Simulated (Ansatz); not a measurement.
F3Si (`F[Si](F)F`) radical, charge 0, multiplicity 2.

Q: Give a relaxed structure at PBE0-D4/def2-TZVP (the Gaussian-basis code of Ansatz). (Estimate.)

A: Ansatz gave: 
Cartesian coordinates in Å:
```
F -1.115 0.419 0.883
Si -0.180 0.135 -0.360
F 0.097 -1.420 -0.416
F 1.199 0.866 -0.107
```
Point group C3v.
